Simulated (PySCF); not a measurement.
A PySCF script (with the pyscf-properties extension) for the NMR shieldings of SMILES CSC[C@H](C)B(F)F, C4H9BF2S, on a GFN2-xTB geometry:

```python
import basis_set_exchange as bse
import numpy as np
from pyscf import gto, dft
from pyscf.prop import nmr

atoms = """
C     2.007684    0.979673   -0.429314
S     1.384433   -0.478011   -1.302912
C     0.433226   -1.276504    0.027798
C    -0.855344   -0.531049    0.420461
C    -1.766938   -0.336547   -0.796100
B    -0.583904    0.802284    1.240471
F     0.225491    0.828296    2.284881
F    -1.199249    1.946231    1.020135
H     1.174912    1.611995   -0.126674
H     2.639496    1.518135   -1.128232
H     2.584732    0.669557    0.437454
H     0.189813   -2.260563   -0.371573
H     1.095214   -1.390443    0.886710
H    -1.367743   -1.207121    1.121500
H    -1.269753    0.271727   -1.547253
H    -2.011710   -1.297665   -1.242503
H    -2.687357    0.162037   -0.504759
"""
names = dict.fromkeys(["C", "S", "B", "F", "H"], "pcSseg-1")
basis = {el: gto.basis.parse(bse.get_basis(n, elements=[el], fmt="nwchem")) for el, n in names.items()}
mol = gto.M(atom=atoms, basis=basis, charge=0, verbose=0)
mf = dft.RKS(mol, xc="PBE0")
mf.grids.level = 2
mf.grids.alignment = dft.numint.BLKSIZE   # the property module wants whole blocks of grid points
mf.conv_tol = 1e-9
mf.kernel()

calc = nmr.RKS(mf)   # GIAO
C = mf.mo_coeff
Co = C[:, mf.mo_occ > 0]
resp = mf.gen_response(singlet=True, hermi=2)
def vind(x):   # induced exchange potential for any number of trial vectors
    d = np.einsum("pi,xij,qj->xpq", C, 2 * x.reshape(-1, C.shape[1], Co.shape[1]), Co, optimize=True)
    return np.einsum("xpq,pi,qj->xij", resp(d - d.transpose(0, 2, 1)), C, Co, optimize=True).ravel()
mo1, _ = nmr.rhf.solve_mo1(calc, with_cphf=vind)
sigma = calc.kernel(mo1)
for i, s in enumerate(sigma):   # ppm
    print("%2d %-2s %9.2f" % (i, mol.atom_pure_symbol(i), np.trace(s) / 3))
```

Problem. What does it print?

Solution. 
```
 0 C     167.04
 1 S     577.35
 2 C     143.15
 3 C     166.78
 4 C     173.33
 5 B      71.28
 6 F     241.14
 7 F     242.85
 8 H      29.92
 9 H      29.78
10 H      29.82
11 H      29.23
12 H      28.65
13 H      30.29
14 H      29.64
15 H      31.18
16 H      30.55
```

These numbers come from an equivalent density-fitted implementation of the same equations, which agrees with the script to about 0.01 ppm for H and up to a few tenths of a ppm for heavy atoms, so last digits may differ.

Size and cost of the density-fitted run: 188 basis functions, 26 s wall time on 1 thread of an Arm Neoverse V1, shared host; peak memory 0.85 GiB.
